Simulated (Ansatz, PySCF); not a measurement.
AgF, SMILES [F][Ag], multiplicity 1. Atoms are numbered in the order given.

```xyz
2

Ag     0.0000     0.0000    -0.3316
F      0.0000     0.0000     1.6698
```

The structure is a stationary point at B3LYP-D3(BJ)/def2-TZVPD. The spin state was assumed, not searched. The def2 effective core potentials stand for the cores of Ag; spin–orbit coupling is left out.

Two levels are set side by side: PBE-D3(BJ)/def2-TZVPD (Ansatz, a first-principles code) and B3LYP-D3(BJ)/def2-TZVPD (Ansatz). Each level has its own optimised geometry; the coordinates shown are those of the second. Frequencies come from the Hessian of PySCF at each geometry. Differences are taken from unrounded values.

| quantity | B3LYP-D3(BJ) | PBE-D3(BJ) | PBE-D3(BJ) minus B3LYP-D3(BJ) |
|---|---|---|---|
| bond Ag1–F2 (Å) | 2.001 | 1.998 | -0.004 |
| highest harmonic wavenumber (cm⁻¹) | 486 | 476 | -10 |
| mean harmonic wavenumber (cm⁻¹) | 486 | 476 | -10 |
| zero-point energy (kcal/mol) | 0.69 | 0.68 | -0.01 |
